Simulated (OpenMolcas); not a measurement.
**SbBr at 2.521 Å: OpenMolcas input and output**

Input (each module block was a call of its own in one work directory; start orbitals came from a preliminary run):

```
&GATEWAY
Coord
2
angstrom
Sb 0.0 0.0 0.0
Br 0.0 0.0 2.5210
Basis=ANO-RCC-VDZP
Group=XY
RX2C
AMFI
ANGMom
0.0 0.0 0.0
RICD
&SEWARD
&GUESSORB
&RASSCF
FileOrb=$CurrDir/o31.orb
Symmetry=1
Spin=3
nActEl=8 0 0
Inactive=23 16
RAS2=2 4
CIRoot=5 5 1
Linear
Iterations=120 100
OrbListing=Nothing
PRWF=0.15
>>COPY $Project.RasOrb $CurrDir/o31.orb
>>COPY $Project.rasscf.h5 $CurrDir/r31.h5
&CASPT2
XMultistate=all
Imaginary=0.2
IPEA=0.25
MaxIter=40
>>COPY $Project.JobMix JOB001
&RASSCF
FileOrb=$CurrDir/o11.orb
Symmetry=1
Spin=1
nActEl=8 0 0
Inactive=23 16
RAS2=2 4
CIRoot=6 6 1
Linear
Iterations=120 100
OrbListing=Nothing
PRWF=0.15
>>COPY $Project.RasOrb $CurrDir/o11.orb
>>COPY $Project.rasscf.h5 $CurrDir/r11.h5
&CASPT2
XMultistate=all
Imaginary=0.2
IPEA=0.25
MaxIter=40
>>COPY $Project.JobMix JOB002
```

```bash
pymolcas m.inp
```

RASSCF and CASPT2 output of these blocks, in excerpt:

```
++    Wave function specifications:
      Number of closed shell electrons          78
      Number of electrons in active shells       8
      Number of inactive orbitals               39
      Number of active orbitals                  6
      Number of secondary orbitals              25
      Spin quantum number                      1.0
      State symmetry                             1
++    Orbital specifications:
      Symmetry species                           1   2
                                                 a   b
      Frozen orbitals                            0   0
      Inactive orbitals                         23  16
      Active orbitals                            2   4
      RAS2 orbitals                              2   4
      Secondary orbitals                        13  12
      Number of basis functions                 38  32
      printout of CI-coefficients larger than  0.15 for root  1
      energy=   -9082.413473
      conf/sym  11 2222     Coeff  Weight
            19  ud 22uu  -0.29297 0.08583
            22  02 22uu  -0.93727 0.87847
      printout of CI-coefficients larger than  0.15 for root  2
      energy=   -9082.257992
      conf/sym  11 2222     Coeff  Weight
            23  02 2u2u   0.69954 0.48936
            41  02 u2u2   0.69954 0.48936
      printout of CI-coefficients larger than  0.15 for root  3
      energy=   -9082.257992
      conf/sym  11 2222     Coeff  Weight
            24  02 2uu2   0.69954 0.48936
            40  02 u22u  -0.69954 0.48936
      printout of CI-coefficients larger than  0.15 for root  4
      energy=   -9082.255084
      conf/sym  11 2222     Coeff  Weight
            24  02 2uu2  -0.69433 0.48209
            40  02 u22u  -0.69433 0.48209
      printout of CI-coefficients larger than  0.15 for root  5
      energy=   -9082.250543
      conf/sym  11 2222     Coeff  Weight
            19  ud 22uu  -0.22761 0.05180
            23  02 2u2u   0.66963 0.44841
            41  02 u2u2  -0.66963 0.44841
      Natural orbitals and occupation numbers for root  1
      sym 1:   0.046227   1.954980
      sym 2:   1.992667   1.992667   1.006730   1.006730
      Natural orbitals and occupation numbers for root  2
      sym 1:   0.023525   1.987056
      sym 2:   1.501398   1.501398   1.493311   1.493311
      Natural orbitals and occupation numbers for root  3
      sym 1:   0.023525   1.987056
      sym 2:   1.501398   1.501398   1.493311   1.493311
      Natural orbitals and occupation numbers for root  4
      sym 1:   0.024341   1.987633
      sym 2:   1.501114   1.501114   1.492899   1.492899
      Natural orbitals and occupation numbers for root  5
      sym 1:   0.085714   1.925690
      sym 2:   1.585152   1.585152   1.409146   1.409146
      RASSCF energy for state  5                  -9082.25054305
::    RASSCF root number  1 Total energy:  -9082.41347330
::    RASSCF root number  2 Total energy:  -9082.25799233
::    RASSCF root number  3 Total energy:  -9082.25799233
::    RASSCF root number  4 Total energy:  -9082.25508401
::    RASSCF root number  5 Total energy:  -9082.25054305
      Von Neumann Entropy (Root   1) =  1.16528
++    Wave function specifications:
      Number of closed shell electrons          14
      Number of electrons in active shells       8
      Number of inactive orbitals                7
      Number of active orbitals                  6
      Number of secondary orbitals              25
      Spin quantum number                      1.0
      State symmetry                             1
      Number of CSFs                            49
      Number of CASSCF root(s) available         5
      CASPT2 state passed to geometry opt.       5
      A file JOBMIX will be created
      This is a MULTI-STATE CASSCF reference
      Number of CI roots used                    5
      These are:                                 1   2   3   4   5
      Off-diagonal elements of Heff are computed
  FINAL CASPT2 RESULT:
      Reference energy:       -9082.4134732991
      E2 (Non-variational):      -0.5053746103
      Shift correction:          -0.0031071664
      E2 (Variational):          -0.5084817768
      Total energy:           -9082.9219550759
      Reference weight:           0.86839
  FINAL CASPT2 RESULT:
      Reference energy:       -9082.2579923311
      E2 (Non-variational):      -0.4880759606
      Shift correction:          -0.0020194991
      E2 (Variational):          -0.4900954598
      Total energy:           -9082.7480877909
      Reference weight:           0.88443
  FINAL CASPT2 RESULT:
      Reference energy:       -9082.2579923311
      E2 (Non-variational):      -0.4880742659
      Shift correction:          -0.0020196345
      E2 (Variational):          -0.4900939005
      Total energy:           -9082.7480862316
      Reference weight:           0.88443
  FINAL CASPT2 RESULT:
      Reference energy:       -9082.2550840079
      E2 (Non-variational):      -0.4879066769
      Shift correction:          -0.0020179252
      E2 (Variational):          -0.4899246021
      Total energy:           -9082.7450086100
      Reference weight:           0.88454
  FINAL CASPT2 RESULT:
      Reference energy:       -9082.2505430553
      E2 (Non-variational):      -0.4927963366
      Shift correction:          -0.0024644753
      E2 (Variational):          -0.4952608120
      Total energy:           -9082.7458038672
      Reference weight:           0.87949
       Total XMS-CASPT2 energies:
::    XMS-CASPT2 Root  1     Total energy:  -9082.92281442
::    XMS-CASPT2 Root  2     Total energy:  -9082.74808917
::    XMS-CASPT2 Root  3     Total energy:  -9082.74808486
::    XMS-CASPT2 Root  4     Total energy:  -9082.74504388
::    XMS-CASPT2 Root  5     Total energy:  -9082.74490925
++    Wave function specifications:
      Number of closed shell electrons          78
      Number of electrons in active shells       8
      Number of inactive orbitals               39
      Number of active orbitals                  6
      Number of secondary orbitals              25
      Spin quantum number                      0.0
      State symmetry                             1
      printout of CI-coefficients larger than  0.15 for root  1
      energy=   -9082.383315
      conf/sym  11 2222     Coeff  Weight
            28  ud 22ud  -0.17367 0.03016
            34  02 22ud  -0.96281 0.92701
      printout of CI-coefficients larger than  0.15 for root  2
      energy=   -9082.383315
      conf/sym  11 2222     Coeff  Weight
            33  02 2220   0.68081 0.46350
            36  02 2202  -0.68081 0.46350
      printout of CI-coefficients larger than  0.15 for root  3
      energy=   -9082.352843
      conf/sym  11 2222     Coeff  Weight
            33  02 2220  -0.66769 0.44581
            36  02 2202  -0.66769 0.44581
            37  02 2ud2  -0.16368 0.02679
            48  02 u22d  -0.16368 0.02679
      printout of CI-coefficients larger than  0.15 for root  4
      energy=   -9082.259017
      conf/sym  11 2222     Coeff  Weight
            35  02 2u2d   0.69054 0.47685
            49  02 u2d2  -0.69054 0.47685
      printout of CI-coefficients larger than  0.15 for root  5
      energy=   -9082.237472
      conf/sym  11 2222     Coeff  Weight
            27  ud 2220  -0.15979 0.02553
            30  ud 2202   0.15979 0.02553
            37  02 2ud2  -0.66518 0.44247
            48  02 u22d   0.66518 0.44247
      printout of CI-coefficients larger than  0.15 for root  6
      energy=   -9082.237472
      conf/sym  11 2222     Coeff  Weight
            28  ud 22ud   0.22597 0.05106
            35  02 2u2d  -0.66518 0.44247
            49  02 u2d2  -0.66518 0.44247
      Natural orbitals and occupation numbers for root  1
      sym 1:   0.045079   1.956147
      sym 2:   1.989390   1.989390   1.009998   1.009998
      Natural orbitals and occupation numbers for root  2
      sym 1:   0.045079   1.956147
      sym 2:   1.989390   1.989390   1.009998   1.009998
      Natural orbitals and occupation numbers for root  3
      sym 1:   0.053053   1.953286
      sym 2:   1.981756   1.981756   1.015074   1.015074
      Natural orbitals and occupation numbers for root  4
      sym 1:   0.025453   1.984513
      sym 2:   1.502864   1.502864   1.492152   1.492152
      Natural orbitals and occupation numbers for root  5
      sym 1:   0.080190   1.933537
      sym 2:   1.644062   1.644062   1.349075   1.349075
      Natural orbitals and occupation numbers for root  6
      sym 1:   0.080190   1.933537
      sym 2:   1.644062   1.644062   1.349075   1.349075
      RASSCF energy for state  6                  -9082.23747224
::    RASSCF root number  1 Total energy:  -9082.38331497
::    RASSCF root number  2 Total energy:  -9082.38331497
::    RASSCF root number  3 Total energy:  -9082.35284265
::    RASSCF root number  4 Total energy:  -9082.25901669
::    RASSCF root number  5 Total energy:  -9082.23747224
::    RASSCF root number  6 Total energy:  -9082.23747224
      Von Neumann Entropy (Root   1) =  1.16538
++    Wave function specifications:
      Number of closed shell electrons          14
      Number of electrons in active shells       8
      Number of inactive orbitals                7
      Number of active orbitals                  6
      Number of secondary orbitals              25
      Spin quantum number                      0.0
      State symmetry                             1
      Number of CSFs                            57
      Number of CASSCF root(s) available         6
      CASPT2 state passed to geometry opt.       6
      A file JOBMIX will be created
      This is a MULTI-STATE CASSCF reference
      Number of CI roots used                    6
      These are:                                 1   2   3   4   5   6
      Off-diagonal elements of Heff are computed
  FINAL CASPT2 RESULT:
      Reference energy:       -9082.3833149716
      E2 (Non-variational):      -0.5009715474
      Shift correction:          -0.0025589319
      E2 (Variational):          -0.5035304793
      Total energy:           -9082.8868454508
      Reference weight:           0.87449
  FINAL CASPT2 RESULT:
      Reference energy:       -9082.3833149715
      E2 (Non-variational):      -0.5011751460
      Shift correction:          -0.0025741282
      E2 (Variational):          -0.5037492743
      Total energy:           -9082.8870642458
      Reference weight:           0.87426
  FINAL CASPT2 RESULT:
      Reference energy:       -9082.3528426453
      E2 (Non-variational):      -0.5033950488
      Shift correction:          -0.0027061165
      E2 (Variational):          -0.5061011653
      Total energy:           -9082.8589438106
      Reference weight:           0.87203
  FINAL CASPT2 RESULT:
      Reference energy:       -9082.2590166871
      E2 (Non-variational):      -0.4949989988
      Shift correction:          -0.0023714439
      E2 (Variational):          -0.4973704426
      Total energy:           -9082.7563871297
      Reference weight:           0.87851
  FINAL CASPT2 RESULT:
      Reference energy:       -9082.2374722370
      E2 (Non-variational):      -0.4964012056
      Shift correction:          -0.0024721129
      E2 (Variational):          -0.4988733185
      Total energy:           -9082.7363455555
      Reference weight:           0.87747
  FINAL CASPT2 RESULT:
      Reference energy:       -9082.2374722370
      E2 (Non-variational):      -0.4964062964
      Shift correction:          -0.0024735678
      E2 (Variational):          -0.4988798642
      Total energy:           -9082.7363521013
      Reference weight:           0.87745
       Total XMS-CASPT2 energies:
::    XMS-CASPT2 Root  1     Total energy:  -9082.88658063
::    XMS-CASPT2 Root  2     Total energy:  -9082.88640056
::    XMS-CASPT2 Root  3     Total energy:  -9082.85894381
::    XMS-CASPT2 Root  4     Total energy:  -9082.75638713
::    XMS-CASPT2 Root  5     Total energy:  -9082.73688785
::    XMS-CASPT2 Root  6     Total energy:  -9082.73673831
```

Only roots inside an energy window near the equilibrium distance were included, so the list of states is not complete; labels number the states computed. Each spin and symmetry block has orbitals of its own, averaged over its own roots, so gaps between blocks are less sure than gaps within one and near the minimum can be off by tenths of an eV, in bad cases by more. No Rydberg orbitals are active, so Rydberg states, and σ→σ* states whose orbital the CASSCF left unused, can be missing between those listed. CASPT2 splits the two components of degenerate states numerically, here by up to 40 cm⁻¹. No roots were computed in block 5a (none fell in the window or the block failed), so states of that kind are missing and can lie low or lowest.
